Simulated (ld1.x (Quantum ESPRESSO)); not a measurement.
## Transferability test, RRKJ potential for scandium (Sc)

ld1.x (Quantum ESPRESSO) 7.5 input, shortened:

```
&input
   title='Sc', zed=21., rel=1, dft='PZ', iswitch=3,
   config='[Ar] 3d1 4s1.5 4p0'
 /
 &inputp
   pseudotype=2, tm=.false., lloc=0,
   nlcc=.true., new_core_ps=.true., rcore=0.95
 /
3
3P  2  1   6.00   0.00  1.25  1.25  0.0
3D  3  2   1.00   0.00  1.75  1.75  0.0
4S  1  0   1.50   0.00  2.45  2.45  0.0
 &test
   configts(1)='3p6 3d1 4s1.5 4p0'
 /
```

Energies are relative to the spin-unpolarised reference configuration 3p6 3d1 4s1.5 4p0; without spin polarisation the order of configurations can differ from experiment. Spin-polarised rows fill each open shell by Hund’s rule, majority spin first. The frozen-core shift is the all-electron ΔE with the core orbitals held at their reference shape minus the fully relaxed ΔE.

```tsv
valence configuration	charge	ΔE all-electron (eV)	error AE − PS (meV)	frozen-core shift (meV)
3p6 3d1 4s2 4p0	0	-2.824	+0.3	-0.2
3p6 3d1 4s1 4p0	+1	4.243	-0.4	+0.2
3p6 3d1 4s0 4p0	+2	17.204	-14	+2.3
3p6 3d1.5 4s1.5 4p0	0	-2.175	-21	+4.5
3p6 3d1 4s0 4p2	0	3.002	-1167	+0.2
3p6 3d0 4s2 4p0	+1	5.784	-76	+41
3p6 3d0 4s0 4p0	+3	42.294	-26	+101
3p6 3d1 4s1.5 4p0 (spin-polarised)	+0.5	-0.270	+10	+0.2
3p6 3d1 4s2 4p0 (spin-polarised)	0	-2.975	+9.9	0.0
```

These tests converged, but a pseudo level misses the all-electron one widely, so the file describes the atom poorly there or has found another state: 3p6 3d0 4s0 4p0: empty 4p by 2.6 eV. A variational frozen-core shift is positive and of second order in the change. This column holds negative values, so the frozen-core run of ld1.x carries numerical noise or an error of first order here, and the column gives no more than the rough size of the effect.
